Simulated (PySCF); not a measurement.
C₇H₇O (doublet state).
SMILES with atom numbers: `[CH2:1]=[C:2][C:3]1=[CH:4][CH2:5][CH2:6][C:7]1=[O:8]` (hydrogens: H9, H10 on C1; H11 on C4; H12, H13 on C5; H14, H15 on C6)

Structure used (GFN2-xTB), in Å, numbered top down from 1:
```xyz
15
C7H7O angstrom
C      3.1430   -0.2726   -0.1526
C      1.8573   -0.2289   -0.1735
C      0.5170   -0.1272   -0.1992
C     -0.4383   -1.0737    0.1442
C     -1.8264   -0.5649   -0.0037
C     -1.6669    0.8547   -0.5507
C     -0.1744    1.1208   -0.6326
O      0.3374    2.1507   -0.9865
H      3.7279   -0.5982   -1.0025
H      3.7177    0.0115    0.7197
H     -0.2177   -2.0666    0.4904
H     -2.3464   -0.5719    0.9605
H     -2.4111   -1.2019   -0.6752
H     -2.0922    0.9658   -1.5492
H     -2.1313    1.6103    0.0834
```

The hyperfine couplings belong to this conformer and change with its torsions.

Computed with UKS B3LYP, pcH-1 on C H O, non-relativistic, mean-field spin-orbit, GIAO (PySCF). Geometry: GFN2-xTB; no solvent, vibrations or thermal averaging. The geometry wasn't refined by DFT: couplings that depend on bond lengths, twists or pyramidal angles can differ widely from those at the functional's own minimum. No stability test was run, so a lower SCF solution isn't excluded. ⟨S²⟩ is 0.779 where a pure state has 0.75.

Task: Break the g tensor into its mass correction, gauge correction and orbital-Zeeman/spin–orbit terms.

Result: 
```json
{"Δg (ppm)": "relativistic mass correction", "1": "-136", "2": "-136", "3": "-136"}
{"Δg (ppm)": "gauge correction", "1": "35", "2": "0", "3": "30"}
{"Δg (ppm)": "orbital Zeeman/spin–orbit", "1": "-221", "2": "7", "3": "267"}
{"Δg (ppm)": "total", "1": "-322", "2": "-129", "3": "161"}
```

So g = 2.00200, 2.00219, 2.00248 and g_iso = 2.00222; the tensor is rhombic: the two nearest values differ by 40 % of g3 − g1. Axes: g1 points within 10° of the C1–C2 bond and g3 points within 5° of the C4–H11 bond.

Task: What are the electron Larmor frequencies g μB B/h along the three axes at 3350 mT?

Result: 93.8685, 93.8775, 93.8912 GHz for g1, g2 and g3, a range of 22.7 MHz.

Task: What effective moment and Curie constant follow for a powder?

Result: With the mean of g² = 4.0089 and S(S+1) = 0.75: μ_eff = √(⟨g²⟩S(S+1)) = 1.734 μB and χT = 0.12505·⟨g²⟩·S(S+1) = 0.376 cm³ K/mol (cgs; spin-Hamiltonian part alone).

Task: In a frozen sample, at which fields do the three g values resonate at 9.5, 34, 94 and 263 GHz (hyperfine left aside), and which band first spreads them over more than twice a line width of 0.3 mT?

Result: 
```tsv
band	GHz	B(g3) mT	B(g2) mT	B(g1) mT	spread mT
X	9.5	338.96	339.01	339.04	0.08
Q	34.0	1213.11	1213.28	1213.40	0.29
W	94.0	3353.88	3354.37	3354.69	0.81
J	263.0	9383.74	9385.10	9386.00	2.26
```

The spread grows in proportion to the frequency. W band is the first where it exceeds 0.6 mT.

The Mulliken spin populations are largest on C4 (+0.66), C2 (+0.61), C3 (-0.23) and C1 (-0.11). The positive populations add up to 1.46 and the negative ones to -0.46, together 2S = 1. The angles at C4 add up to 360.0°, so it is planar; its axial dipolar tensor and the negative coupling of its proton fit spin in a p orbital normal to that plane.

The HOMO–LUMO gaps are 3.90 eV among the α and 4.54 eV among the β orbitals.
